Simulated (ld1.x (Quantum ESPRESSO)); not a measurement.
## Configuration tests for Pb (Z = 82) (TM)

* Element: lead (Pb)
* Generator: ld1.x (Quantum ESPRESSO) 7.5
* Type: norm-conserving Troullier–Martins (Kleinman–Bylander form)
* Functional: PBEsol
* Relativity: fully relativistic
* Frozen core: [Xe] 4f14
* Valence charge: 14
* Reference configuration: 5d10 6s2 6p1.5 (charge +0.5)
* Partial waves: 6s (bound): rc 1.90 bohr; 5d (bound): rc 1.25 bohr; 6p (bound): rc 2.86 bohr
* Local potential: the p channel
* Core correction: Bessel-smoothed model core, default radius (core density twice the valence density)

Open shells are filled in proportion to 2j + 1 (rel_dist='average').

Energies are relative to the spin-unpolarised reference configuration 5d10 6s2 6p1.5; without spin polarisation the order of configurations can differ from experiment. The p channel is local and has no spin–orbit splitting in the pseudo-atom.

Q: Give the all-electron excitation energy and the error of the potential for: 5d10 6s2 6p2; 5d10 6s2 6p1; 5d10 6s2 6p0; 5d10 6s0 6p0; 5d9 6s2 6p2; 5d10 6s1 6p3; 5d10 6s2 6p2.3.

A:

| valence configuration | charge | ΔE all-electron (eV) | error AE − PS (meV) |
| --- | --- | --- | --- |
| 5d10 6s2 6p2 | 0 | -2.560 | -45 |
| 5d10 6s2 6p1 | +1 | 4.161 | +47 |
| 5d10 6s2 6p0 | +2 | 17.769 | +146 |
| 5d10 6s0 6p0 | +4 | 92.952 | +60 |
| 5d9 6s2 6p2 | +1 | 24.514 | -226 |
| 5d10 6s1 6p3 | 0 | 6.040 | -147 |
| 5d10 6s2 6p2.3 | -0.3 | -3.397 | -73 |

These tests converged, but a pseudo level misses the all-electron one widely, so the file describes the atom poorly there or has found another state: 5d10 6s2 6p2: 6p by 1.1 eV; 5d10 6s1 6p3: 6p by 1.2 eV; 5d10 6s2 6p2.3: 6p by 1.0 eV.

The potential misses its own reference levels by up to 1.2 eV, so it is not fit for use.
